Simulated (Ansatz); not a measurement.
Mulliken charges of C$_{2}$H$_{4}$AlN, SMILES `C#[C][AlH][NH2]` from PBE/def2-TZVPP in Ansatz (PBE0-D4/def2-TZVP geometry).

| atom | x (Å) | y (Å) | z (Å) | charge (e) |
| --- | --- | --- | --- | --- |
| C1 | 1.087 | 1.958 | -1.132 | -0.015 |
| C2 | 0.551 | 1.163 | -0.393 | -0.435 |
| Al3 | -0.293 | -0.064 | 0.800 | 0.479 |
| N4 | -0.636 | -1.680 | 0.191 | -0.399 |
| H5 | 1.558 | 2.659 | -1.783 | 0.200 |
| H6 | -0.682 | 0.320 | 2.278 | -0.121 |
| H7 | -0.418 | -2.000 | -0.739 | 0.149 |
| H8 | -1.076 | -2.414 | 0.722 | 0.143 |

Question: By hand: the dipole of these point charges (1 e Å = 4.8032 D).

Answer: Σ q r = (0.035, -0.046, -0.144) e Å, of length 0.155 e Å = 0.74 D.

Question: How does the dipole of the full density compare? (Estimate.)

Answer: The calculation gave: (-0.018, -0.203, -0.148) e Å, 1.21 D; the point charges give 0.61 times that, at 40° from its direction.

Point charges leave out the atoms' own dipoles, such as those of lone pairs, and Mulliken's split depends on the basis, so the two needn't agree.
